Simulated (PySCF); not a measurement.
## Calculated NMR parameters of propyl acetate

```
Formula                               : C5H10O2
SMILES                                : CCCOC(C)=O
InChI                                 : InChI=1S/C5H10O2/c1-3-4-7-5(2)6/h3-4H2,1-2H3
Point group of the computed structure : C1
Degrees of unsaturation               : 1
Carbon signals                        : 5
Proton signals                        : 4
```

Atom-mapped SMILES (the numbers label the heavy atoms): `[CH3:1][CH2:2][CH2:3][O:4][C:5]([CH3:6])=[O:7]`. Each H is labelled by its parent atom.

Theory: shielding tensors at PBE0/pcSseg-1 (GIAO), geometry: GFN2-xTB, in PySCF 2.14 (a single conformation, non-relativistic Hamiltonian, in vacuum, averaged over atoms made equivalent by symmetry, fast rotation or ring inversion).

δ = σ(ref) − σ, references computed at the same level: $^{1}$H, $^{13}$C against TMS; $^{17}$O against H2O.

| carbon | δC, type | δH (multiplicity) | HMBC from (2–3 bonds) | span of the C tensor (ppm) |
| --- | --- | --- | --- | --- |
| C1 | 11.2, CH3 | 0.91 (t) | H(C3), H(C2) | 20 |
| C2 | 26.0, CH2 | 1.70 (m) | H(C3), H(C1) | 32 |
| C3 | 69.2, CH2 | 4.14 (t) | H(C2), H(C1) | 86 |
| C5 | 176.3, C | – | H(C3), H(C6) | 164 |
| C6 | 23.4, CH3 | 2.07 (s) | – | 53 |

Other nuclei:
| atoms | nucleus | environment | δ (ppm) | σ (ppm) |
| --- | --- | --- | --- | --- |
| O7 | $^{17}$O | ester carbonyl oxygen | 441.3 | -105.2 |
| O4 | $^{17}$O | ester alkoxy oxygen | 217.6 | 118.5 |

Carbon types of the structure: 1 × C, 2 × CH2, 2 × CH3, which accounts for all hydrogens. δC 176.3: ester carbonyl carbon; it is a carbonyl in resonance with an O or N lone pair, the region of acids, esters and amides. δC 69.2: sp3 CH2 bonded to O; deshielded by the electronegative neighbour. δC 23.4: methyl carbon α to a carbonyl; α to the electron-withdrawing carbonyl group. δC 11.2: methyl carbon; aliphatic region, no heteroatom directly attached. δH 4.14: hydrogen on an sp3 CH2 bonded to O; its carbon carries O, which withdraws density.

Shifts are as computed. Against solution values, carbons near 30 ppm lie about +3 ppm off and those near 130 ppm about +5 ppm. Of 246 compounds with measured shifts, 49 miss one by over three times the rms of a fit or turn the order of signals round; such compounds aren't used in these exercises. Unscaled 17O shifts of doubly bonded oxygen tend to come out too high, by tens of ppm or more. Experimental scales use liquid or dissolved standards, which lie at an offset from isolated H2O (liquid H2O: subtract about 36 ppm). No couplings were computed; multiplicities are counted from neighbouring protons, with m where these are inequivalent, close in shift, in a saturated or five-membered ring or joined by F or P, and br s for small geminal =CH2 splittings.
